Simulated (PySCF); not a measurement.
# Orbital picture of SbH⁺

TPSS at R = 1.713 Å; PySCF, scalar-relativistic core potentials, basis sets Sb def2-TZVPPD with ECP28, H def2-TZVPPD. State: ²Π (doublet), unpaired electrons π ↑. Only the outer orbitals are listed, counted within each symmetry, core potentials removing the inner ones.

```csv
spin,orbital,occ.,ε (eV),on Sb (%),main shells (%)
α,1δ,1,-41.86,100,100 Sb d
α,1δ,1,-41.79,100,100 Sb d
α,2π,1,-41.65,100,100 Sb d
α,3σ,1,-41.32,100,100 Sb d
α,2π,1,-41.31,100,100 Sb d
α,4σ,1,-21.55,91,"89 Sb s, 9 H s"
α,5σ,1,-14.84,62,"51 Sb p, 38 H s, 8 Sb s"
α,3π,1,-12.47,100,100 Sb p
α,3π,0,-12.16,99,99 Sb p
α,6σ,0,-6.83,63,"37 Sb p, 34 H s, 21 Sb d"
α,7σ,0,-4.50,106,96 Sb s
β,1δ,1,-41.79,100,100 Sb d
β,2π,1,-41.62,100,100 Sb d
β,1δ,1,-41.61,100,100 Sb d
β,3σ,1,-41.16,100,100 Sb d
β,2π,1,-41.14,100,100 Sb d
β,4σ,1,-20.82,87,"86 Sb s, 12 H s"
β,5σ,1,-14.62,60,"47 Sb p, 40 H s, 12 Sb s"
β,3π,0,-11.72,99,99 Sb p
β,3π,0,-10.80,98,98 Sb p
β,6σ,0,-6.55,65,"38 Sb p, 31 H s, 21 Sb d"
```

Task: Which are the highest filled and the lowest empty level, where do they sit, and how wide is the gap?

Result: Highest filled α 3π at -12.47 eV (in %: 100 Sb p); lowest empty α 3π at -12.16 eV (in %: 99 Sb p); the gap at TPSS is 0.31 eV. Both belong to one degenerate shell, split only by its one-sided filling, so this is no excitation gap.

```json
{
 "bond order (Mayer)": "0.97",
 "⟨S²⟩": "0.753",
 "charge on Sb (Mulliken, basis-dependent)": "1.02",
 "charge on Sb (Löwdin, basis-dependent)": "1.28",
 "dipole moment (positive dipole points towards H; it is taken about the centre of mass and depends on that origin)": "0.32 D"
}
```

Shares are Mulliken populations and can fall outside 0 to 100 %.

Spin–orbit coupling is left out. The state was picked by a PBE0 search and need not be the measured ground state.
